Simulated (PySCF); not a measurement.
FS (SMILES F[S]), doublet, geometry from GFN2-xTB. Base run: R2SCAN/aug-cc-pVDZ run with PySCF.

PySCF was given this input:
```python
from pyscf import gto, scf, dft

mol = gto.M(
    atom='''
S    -0.000000   -0.000000   -0.585537
F     0.000000    0.000000    1.040954
''',
    basis='aug-cc-pvdz',
    charge=0,
    spin=1,
    verbose=4,
)

mf = dft.UKS(mol)
mf.xc = 'r2scan'
mf.kernel()
```

Variants of this job, named by their change:

| change | ΔE vs base (mEh) | fitting functions | dipole (D) |
|---|---|---|---|
| base | 0.000 | - | 0.73 |
| auxbasis = autoaux | -0.020 | 327 | 0.73 |
| auxbasis = def2-tzvp-ri | -15.119 | 189 | 0.73 |
| auxbasis = def2-universal-jkfit | -0.034 | 205 | 0.73 |
| auxbasis = def2-svp-ri | -654.7 | 110 | 0.76 |
| auxbasis = def2-universal-jfit | -0.133 | 100 | 0.74 |
| auxbasis = default (with mf = mf.density_fit()) | -0.044 | 214 | 0.73 |
| auxbasis = even-tempered beta=3.0 | -1.156 | 250 | 0.73 |
| auxbasis = even-tempered beta=1.6 | -0.001 | 555 | 0.73 |
| auxbasis = cc-pvtz-ri | -13.952 | 203 | 0.73 |

A fitting set is made for a task (jfit for Coulomb, jkfit for Coulomb and exchange, ri for correlation) and for a family of orbital bases.

Open shells are given as the SCF converged; they aren't shown to be the lowest states, and a large step between rows can be another state.
